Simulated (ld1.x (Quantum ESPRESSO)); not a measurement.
# What one change does to a pseudopotential (silver, TM)

| Quantity | Value |
| --- | --- |
| Element | Ag (Z = 47) |
| Generator | ld1.x (Quantum ESPRESSO) 7.5 |
| Type | norm-conserving Troullier–Martins (Kleinman–Bylander form) |
| Functional | BLYP |
| Relativity | scalar-relativistic |
| Frozen core | [Kr] |
| Valence charge | 11 |
| Reference configuration | 4d10 5s1 5p0 |
| Partial waves | 5s (bound): rc 1.95 bohr; 5p (bound, empty): rc 3.75 bohr; 4d (bound): rc 1.65 bohr |
| Local potential | the d channel |
| Core correction | a·sin(br)/r model core inside 1.35 bohr |

Change: wave 5s (bound): rc 1.95 bohr becomes 5s (bound): rc 2.86 bohr.

Cutoffs: the cutoffs (Ry, on a coarse ladder) from which the occupation-weighted sum of valence levels, in a spherical-Bessel basis at the reference potential, stays within 10 and 1 mRy of its value at 400 Ry; they do not see the model core or the augmentation charge, which bear on the density cutoff. Errors are all-electron minus pseudo energies relative to the spin-unpolarised reference configuration.

Problem. How do hardness, ghosts and transferability respond?

Solution. The potential gets neither clearly harder nor softer (70 Ry and 100 Ry → 70 Ry and 100 Ry); both files keep a bound ghost (p, s); of the 6 tests that both files solve, the error grows in 3 and shrinks in 0 by more than 15 % and 0.3 meV (median size 25.8 → 35.0 meV). More of the atom is replaced by a form fitted at one configuration, so other configurations suffer.

| quantity | base | changed |
| --- | --- | --- |
| cutoff, loose | 70 Ry | 70 Ry |
| cutoff, tight | 100 Ry | 100 Ry |
| loose cutoff by channel (10 mRy a level) | s 12 Ry, d 50 Ry | s 6 Ry, d 50 Ry |
| bound ghosts | s, p | s, p |
| tests counted (converged, no solver errors) | 6 of 7 | 6 of 7 |
| error for 4d10 5s0 5p0, meV [ΔE 7.87 eV] | -9.7 | -10.0 |
| error for 4d9 5s0 5p0, meV [ΔE 29.91 eV] | -42 | -60 |
| error for 4d8 5s0 5p0, meV [ΔE 66.00 eV] | -266 | -309 |
| error for 4d10 5s0.5 5p0, meV [ΔE 3.06 eV] | -2.2 | -2.2 |
| error for 4d7 5s0 5p0, meV [ΔE 117.57 eV] | -830 | -902 |
| error for 4d10 5s0 5p1, meV [ΔE 3.90 eV] | -0.4 | -1.3 |
| s: phases at 4.03 bohr within 0.05 rad from the reference energy up to (Ry; the scan ends near 5) | 1.0 | 0.9 |
| p: phases at 4.03 bohr within 0.05 rad from the reference energy up to (Ry; the scan ends near 5) | 1.5 | 1.5 |
| d: phases at 4.03 bohr within 0.05 rad from the reference energy up to (Ry; the scan ends near 5) | 3.2 | 3.2 |

Base: Tests not counted: 4d9 5s1 5p1 (solver errors, printed error -2.3 eV). Changed file: Tests not counted: 4d9 5s1 5p1 (solver errors, printed error -2.6 eV). These tests converged, but a pseudo level misses the all-electron one widely, so the file describes the atom poorly there or has found another state: 4d7 5s0 5p0: empty 5s by 7.3 eV. A true bound ghost makes a file unfit for plane-wave use even where its test errors are small: the radial tests pick states by their node count and pass the ghost by. Where a test does run into it, the solver fails or the error is huge.
